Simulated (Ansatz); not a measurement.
`CC(C)OBS` and `CC(C)[O][GaH][F]` differ in one atom or group.

Ansatz, PBE0-D4/def2-TZVP geometries, multiplicity 1. Each molecule was computed in one conformer, which needn't be the lowest.

Scalar relativity is left out up to krypton.

```tsv
property	`CC(C)OBS`
HOMO energy (ωB97M-V/def2-TZVPP) / eV	-9.66
HOMO energy (PBE0/def2-TZVPP) / eV	-7.47
HOMO–LUMO gap (B3LYP/def2-TZVPP) / eV	7.06
size of the dipole moment (B3LYP/def2-TZVPP) / D	2.32
LUMO energy (PBE/def2-TZVPP) / eV	-0.89
HOMO–LUMO gap (PBE/def2-TZVPP) / eV	5.36
```

Give the same properties after the change, and the shifts. (An estimate is asked.)

The calculation gave: 
```
                                        property  `CC(C)[O][GaH][F]`  shift
           HOMO energy (ωB97M-V/def2-TZVPP) / eV              -10.53  -0.87
              HOMO energy (PBE0/def2-TZVPP) / eV               -8.14  -0.67
           HOMO–LUMO gap (B3LYP/def2-TZVPP) / eV                6.76  -0.30
size of the dipole moment (B3LYP/def2-TZVPP) / D                1.00  -1.32
               LUMO energy (PBE/def2-TZVPP) / eV               -1.63  -0.74
             HOMO–LUMO gap (PBE/def2-TZVPP) / eV                5.03  -0.33
```

With PBE0 the HOMO falls by 0.67 eV and the LUMO falls by 0.89 eV, so the gap narrows by about 0.22 eV. PBE moves the HOMO by -0.41 eV and ωB97M-V by -0.87 eV. Dipoles are sizes alone; their direction can turn.

B3LYP here is the variant with VWN-RPA as its local correlation; programs differ in this.
